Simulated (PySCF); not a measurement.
# EPR parameters of C7H10N

Compound: C₇H₁₀N (doublet state).
Numbering: `[CH2:1]=[N:2][C@@H:3]1[CH2:4][CH:5][C@@H:6]2[CH2:7][C@H:8]12` (hydrogens: H9, H10 on C1; H11 on C3; H12, H13 on C4; H14 on C5; H15 on C6; H16, H17 on C7; H18 on C8)

Geometry (GFN2-xTB, Å), atoms numbered from 1 in this order:
```
atom  x, y, z in Å
C1     2.7129   -0.3090   -0.7159
N2     1.7180   -0.2755    0.0406
C3     0.4782    0.2757   -0.4125
C4    -0.0326    1.3539    0.5791
C5    -1.4935    1.1197    0.6954
C6    -1.8286   -0.2214    0.2893
C7    -0.9993   -1.3424    0.9132
C8    -0.6064   -0.7934   -0.4133
H9     2.7222    0.0731   -1.7448
H10    3.6307   -0.7408   -0.3446
H11    0.5641    0.7035   -1.4287
H12    0.4837    1.2099    1.5374
H13    0.2059    2.3646    0.2400
H14   -2.2048    1.8844    0.9347
H15   -2.8381   -0.4563   -0.0175
H16   -0.3867   -1.1025    1.7662
H17   -1.4420   -2.3264    0.9389
H18   -0.6926   -1.4106   -1.2957
```

The hyperfine couplings belong to this conformer and change with its torsions.

Method used: UKS B3LYP, pcH-1 on C H N, non-relativistic, mean-field spin-orbit, GIAO (PySCF 2.14.0). The structure is a single GFN2-xTB conformer in the gas phase; no vibrational or solvent corrections. The geometry wasn't refined by DFT: couplings that depend on bond lengths, twists or pyramidal angles can differ widely from those at the functional's own minimum. No stability test was run, so a lower SCF solution isn't excluded.

| Item | Value |
| --- | --- |
| g1, g2, g3 | 2.00220, 2.00282, 2.00292 |
| g_iso | 2.00265 |
| Form of g | close to axial: the two nearest values differ by 13 % of g3 − g1 |
| ⟨S²⟩ | 0.7545 (exact 0.7500) |
| α and β electrons | 30, 29 |
| HOMO–LUMO gap, α and β orbitals | 4.29, 5.77 eV |
| Basis functions | 300 |

Hyperfine couplings atom by atom, in MHz; T1 to T3 are the principal values of the dipolar part:

| atom | isotope | a_iso | T1 | T2 | T3 | Mulliken spin population |
| --- | --- | --- | --- | --- | --- | --- |
| C1 | 13C | 0.2 | -0.5 | 0.1 | 0.4 | 0.00 |
| N2 | 14N | 0.2 | -0.2 | -0.1 | 0.2 | 0.00 |
| C3 | 13C | 7.1 | -2.0 | -0.9 | 2.9 | 0.01 |
| C4 | 13C | -27.8 | -2.0 | 0.2 | 1.7 | -0.08 |
| C5 | 13C | 82.5 | -76.4 | -76.1 | 152.5 | 0.97 |
| C6 | 13C | -37.9 | -2.1 | -1.1 | 3.2 | -0.10 |
| C7 | 13C | 65.0 | -10.2 | -9.7 | 19.9 | 0.09 |
| C8 | 13C | 27.2 | -7.1 | -6.3 | 13.4 | 0.06 |
| H9 | 1H | -0.1 | -0.7 | -0.5 | 1.2 | 0.00 |
| H10 | 1H | -0.3 | -0.6 | -0.5 | 1.0 | 0.00 |
| H11 | 1H | -1.9 | -2.6 | -1.8 | 4.4 | 0.00 |
| H12 | 1H | 126.0 | -5.4 | -3.1 | 8.5 | 0.05 |
| H13 | 1H | 54.3 | -4.4 | -3.9 | 8.3 | 0.02 |
| H14 | 1H | -62.1 | -37.2 | 0.6 | 36.6 | -0.04 |
| H15 | 1H | 14.9 | -4.1 | -2.6 | 6.7 | 0.01 |
| H16 | 1H | -5.8 | -6.4 | -0.4 | 6.8 | 0.00 |
| H17 | 1H | 6.6 | -5.3 | -2.0 | 7.3 | 0.00 |
| H18 | 1H | 1.5 | -4.1 | -1.7 | 5.7 | 0.00 |

The largest Mulliken spin populations are on C5 (+0.97), C6 (-0.10), C7 (+0.09) and C4 (-0.08). No atom but C5 exceeds +0.15. The angles at C5 add up to 359.6°, so it is planar; its axial dipolar tensor and the negative coupling of its proton fit spin in a p orbital normal to that plane.

Axes: g2 points within 9° of the C4–C5 bond.

Under fast tumbling the dipolar parts average out, and these isotropic splittings remain (the largest six): 1 × 1H (H12, I = 1/2, 2 lines) with 4.49 mT, 1 × 1H (H14, I = 1/2, 2 lines) with 2.22 mT, 1 × 1H (H13, I = 1/2, 2 lines) with 1.94 mT, 1 × 1H (H15, I = 1/2, 2 lines) with 0.53 mT, 1 × 1H (H17, I = 1/2, 2 lines) with 0.24 mT and 1 × 1H (H16, I = 1/2, 2 lines) with 0.21 mT.

The 13C coupling of C5 (82.5 MHz) shows only in satellite lines or after enrichment, since that isotope makes up about 1.07 % of natural carbon.

β density exceeds α density at some nuclei, such as C6 (-0.0338), C4 (-0.0247) and H14 (-0.0139), spin density in bohr⁻³. In a single determinant that takes different orbitals for the two spins, that is spin polarisation.

On one thread of an Arm Neoverse V1 (shared host), this took 91 s wall (with the writing of density and orbital grids) and 0.98 GiB of memory at its peak.
